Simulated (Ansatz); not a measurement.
`C[O][Sn][Br]` and `C[O][Sn][O]C` differ in one atom or group.

Ansatz, PBE0-D4/def2-TZVP geometries, multiplicity 1. Each molecule was computed in one conformer, which needn't be the lowest.

Elements past krypton have def2 core potentials. Scalar relativity is left out up to krypton.

| property | `C[O][Sn][Br]` |
| --- | --- |
| LUMO energy (B3LYP/def2-TZVPP) / eV | -2.76 |
| size of the dipole moment (PBE/def2-TZVPP) / D | 1.76 |
| zero-point energy (PBE0-D4/def2-TZVP) / kJ/mol | 110.3 |
| HOMO energy (PBE0/def2-TZVPP) / eV | -7.71 |
| size of the dipole moment (ωB97M-V/def2-TZVPP) / D | 1.98 |
| HOMO–LUMO gap (PBE0/def2-TZVPP) / eV | 5.16 |

Give the same properties after the change, and the shifts. (Best estimate.)

Computed: 
| property | `C[O][Sn][O]C` | shift |
| --- | --- | --- |
| LUMO energy (B3LYP/def2-TZVPP) / eV | -2.14 | 0.62 |
| size of the dipole moment (PBE/def2-TZVPP) / D | 0.31 | -1.45 |
| zero-point energy (PBE0-D4/def2-TZVP) / kJ/mol | 215.9 | 105.6 |
| HOMO energy (PBE0/def2-TZVPP) / eV | -7.43 | 0.28 |
| size of the dipole moment (ωB97M-V/def2-TZVPP) / D | 0.12 | -1.86 |
| HOMO–LUMO gap (PBE0/def2-TZVPP) / eV | 5.52 | 0.36 |

With PBE0 the HOMO rises by 0.28 eV and the LUMO rises by 0.64 eV, so the gap widens by about 0.36 eV. PBE moves the HOMO by 0.60 eV and ωB97M-V by 0.06 eV. The zero-point energy changes by 105.6 kJ/mol with +12 modes. Dipoles are sizes alone; their direction can turn.

B3LYP here is the variant with VWN-RPA as its local correlation; programs differ in this.

Spin–orbit coupling is left out; it splits and shifts lone-pair levels of the heavy atoms by tenths of an eV.
